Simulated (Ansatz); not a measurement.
Abridged output of a molecular run in Ansatz:

```
Functional definition: HF
1614 factors; integrals over basis functions are off by at most 1.0e-3 eV
mean field evaluation 1: about -8715.7413 eV, gradient 4.1e1 eV
mean field evaluation 2: about -8716.2533 eV, gradient 4.1e1 eV
mean field evaluation 4: about -8720.4575 eV, gradient 7.5e0 eV
mean field evaluation 8: about -8720.6186 eV, gradient 4.9e-1 eV
mean field -8720.61978538 eV, -320.4768660643 hartree, gradient 2.5e-6 eV, S^2 0.000000; 0 other end points of the search recorded, 0 dependent functions left out; unrestricted orbitals would lower it
7 core orbitals not correlated: weight in the atoms' cores, before any rotation towards them, 1.000 or more for the frozen orbitals, at most 0.000 for the correlated occupied ones
reference -8720.61978538 eV, -320.4768660643 hartree; 17, 17 occupied and 235, 235 virtual orbitals, 1614 factors
second order -32.30240072 eV of doubles, -0.00000000 eV of singles
cycle   1  -31.32390015 eV  change    9.8e-1 eV  update   1.5e-1
cycle   2  -32.26629345 eV  change   -9.4e-1 eV  update   4.8e-2
cycle   3  -32.47682197 eV  change   -2.1e-1 eV  update   2.2e-2
cycle   4  -32.46476988 eV  change    1.2e-2 eV  update   6.4e-3
cycle   5  -32.46467101 eV  change    9.9e-5 eV  update   3.2e-3
cycle   6  -32.46735740 eV  change   -2.7e-3 eV  update   1.1e-3
cycle   7  -32.46684705 eV  change    5.1e-4 eV  update   5.2e-4
cycle   8  -32.46653314 eV  change    3.1e-4 eV  update   1.8e-4
cycle   9  -32.46657300 eV  change   -4.0e-5 eV  update   6.7e-5
cycle  10  -32.46656280 eV  change    1.0e-5 eV  update   2.0e-5
perturbative correction -1.73323724 eV, -0.0636952938 hartree
Total energy: -8754.81958542 eV, -321.7336855345 hartree
```

Its atoms:

```xyz
10

N    -2.6568   -0.1523   -2.0736
C    -1.7663   -0.1194   -1.3430
C    -0.6606   -0.0605   -0.4712
C     0.5503    0.5510   -0.5857
C     1.2491    0.2567    0.6128
C     0.4101   -0.5069    1.3572
O    -0.7531   -0.7102    0.7161
H     0.8869    1.1350   -1.4267
H     2.2433    0.5710    0.8854
H     0.4969   -0.9643    2.3289
```

Problem. Which basis set was used?
A. cc-pV(D+d)Z
B. def2-QZVPP
C. def2-TZVPP
D. def2-SVP

Solution. C. It gives 259 functions.

Problem. Write the keys of the input that set method, charge and spin (a neutral closed shell needs none for the last two).

Solution. 
```yaml
correlation: {method: ccsd_t}
```
